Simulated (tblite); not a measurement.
C5H8ClFO.
Geometry (GFN2-xTB, Å), atoms numbered from 1 in this order:
```
atom  x, y, z in Å
F1     0.5378   -1.0593   -1.5746
C2     0.4537   -1.1114   -0.1992
C3    -1.0115   -0.9582    0.2103
C4    -1.4899    0.4521   -0.1493
O5    -0.6846    1.4429    0.4509
C6     0.6474    1.3713    0.0088
C7     1.2643    0.0299    0.4129
Cl8    2.9651   -0.0507   -0.1104
H9     0.8627   -2.0876    0.0891
H10   -1.6156   -1.7007   -0.3111
H11   -1.0954   -1.1186    1.2851
H12   -1.4782    0.5716   -1.2423
H13   -2.5018    0.6245    0.2205
H14    1.1783    2.1990    0.4816
H15    0.7034    1.4800   -1.0841
H16    1.2567   -0.0758    1.5004
```

Calculated harmonic vibrations of the isolated species, GFN2-xTB (tblite), most abundant isotopes, no scaling. This tight-binding method is rough: wavenumbers can miss measured ones by several per cent, in bad cases by 10 to 20. One conformer, not necessarily the lowest.

Harmonic wavenumbers (cm⁻¹): 108.1, 168.9, 188.2, 269.9, 310.2, 353.4, 388.4, 499.7, 545.9, 656.5, 784.4, 864.6, 894.6, 916.8, 975.9, 989.3, 1011.2, 1056.8, 1094.4, 1105.4, 1124.0, 1164.9, 1178.6, 1203.4, 1247.3, 1272.6, 1276.4, 1300.5, 1314.2, 1321.8, 1340.8, 1449.4, 1457.3, 1463.9, 2885.3, 2890.8, 2922.1, 2955.4, 2993.0, 2997.3, 3007.9, 3010.7.

A = 2851, B = 1354, C = 1069 MHz; mass 138.025 u (most abundant isotopes); point group C1, symmetry number 1.

**Question.** What is the zero-point energy?

**Answer.** Half the sum of the wavenumbers: 27480 cm⁻¹ = 328.74 kJ/mol.

**Question.** What is S at 298.15 K and 1 bar for an ideal gas of classical rigid rotors and harmonic oscillators?

**Answer.** Translation 170.31, rotation 120.27, vibration 68.02: S = 358.6 J/(mol K).

**Question.** And Cp and H(298.15 K) − H(0)?

**Answer.** Cp = 124.96 J/(mol K), of which vibrations give 91.70 (their classical limit is 42 R = 349.2); H(298.15 K) − H(0) = 22.05 kJ/mol without the zero-point energy, 12.13 from vibrations.

**Question.** Blend soft modes into free rotors: weight 1/[1 + (100 cm⁻¹/ν̃)⁴] for the oscillator and the rest for a rotor with moment μB/(μ + B), μ = h/(8π²ν), B = 10⁻⁴⁴ kg m². What vibrational entropy results?

**Answer.** 67.10 J/(mol K) in place of 68.02, which changes −T·S at 298.15 K by +0.27 kJ/mol.

**Question.** How do the functions run with temperature in this model?

**Answer.** 
```
 T (K)  S (J/(mol K))  Cp (J/(mol K))  H − H(0) (kJ/mol)  G − H(0) (kJ/mol)  ln q(vib)
    50          233.4            40.2               1.75              -9.92       0.06
   100          266.6            57.5               4.19             -22.47       0.44
373.15          389.7           153.4              32.50            -112.93       4.55
   500          440.8           196.1              54.76            -165.63       6.83
   750          532.3           254.3             111.68            -287.55      11.47
  1000          610.8           290.6             180.11            -430.69      16.01
```

q(vib) and H(0) count from the zero-point level.

**Question.** What must be added to the electronic energy to get the Gibbs energy at 298.15 K and 1 bar?

**Answer.** ZPE + [H(298.15 K) − H(0)] − T·S = 328.74 + 22.05 − 106.92 = 243.87 kJ/mol.

Hindered rotation and anharmonicity are outside this model. Other conformers, if any are populated, would add a mixing term that is left out. The structure is chiral; the term R ln 2 for an equal mix with its mirror image is left out.

Hardware: one thread of an Arm Neoverse N1, on a shared host. This covers the Hessian and the dipole derivatives.
